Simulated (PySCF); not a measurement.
**Cu(2+) (copper, charge +2) across methods**

[Ar] 3d8 4s1, high-spin 4F determinant (an excited configuration). All numbers are calculated (PySCF 2.14, a scalar-relativistic core potential, in aug-cc-pVQZ-PP with ECP10MDF).

```json
{"method": "TPSSh", "E (hartree)": "-195.9234", "mean ε 3d α (eV)": "-39.153", "mean ε 3d β (eV)": "-36.911", "mean ε 4s α (eV)": "-25.579", "Σ⟨r²⟩ (bohr²)": "18.07", "⟨S²⟩": "3.751"}
{"method": "revPBE", "E (hartree)": "-196.0407", "mean ε 3d α (eV)": "-37.791", "mean ε 3d β (eV)": "-35.647", "mean ε 4s α (eV)": "-25.248", "Σ⟨r²⟩ (bohr²)": "18.10", "⟨S²⟩": "3.750"}
{"method": "UHF", "E (hartree)": "-195.09479", "mean ε 3d α (eV)": "-49.597", "mean ε 3d β (eV)": "-46.613", "mean ε 4s α (eV)": "-28.386", "Σ⟨r²⟩ (bohr²)": "18.13", "⟨S²⟩": "3.752"}
{"method": "PBE0", "E (hartree)": "-195.9503", "mean ε 3d α (eV)": "-41.041", "mean ε 3d β (eV)": "-38.667", "mean ε 4s α (eV)": "-26.254", "Σ⟨r²⟩ (bohr²)": "18.06", "⟨S²⟩": "3.751"}
{"method": "M06-2X", "E (hartree)": "-196.0335", "mean ε 3d α (eV)": "-44.775", "mean ε 3d β (eV)": "-41.803", "mean ε 4s α (eV)": "-26.681", "Σ⟨r²⟩ (bohr²)": "18.18", "⟨S²⟩": "3.753"}
{"method": "LDA", "E (hartree)": "-195.5700", "mean ε 3d α (eV)": "-38.136", "mean ε 3d β (eV)": "-35.602", "mean ε 4s α (eV)": "-25.743", "Σ⟨r²⟩ (bohr²)": "18.12", "⟨S²⟩": "3.750"}
{"method": "PBE", "E (hartree)": "-195.9792", "mean ε 3d α (eV)": "-37.868", "mean ε 3d β (eV)": "-35.676", "mean ε 4s α (eV)": "-25.368", "Σ⟨r²⟩ (bohr²)": "18.11", "⟨S²⟩": "3.750"}
```

Task: Estimate the same row for r2SCAN.

Result: E (hartree) = -195.9172; mean ε 3d α (eV) = -38.255; mean ε 3d β (eV) = -36.067; mean ε 4s α (eV) = -25.780; Σ⟨r²⟩ (bohr²) = 18.04; ⟨S²⟩ = 3.751.

Energies and moments cover only the electrons outside the core potential.
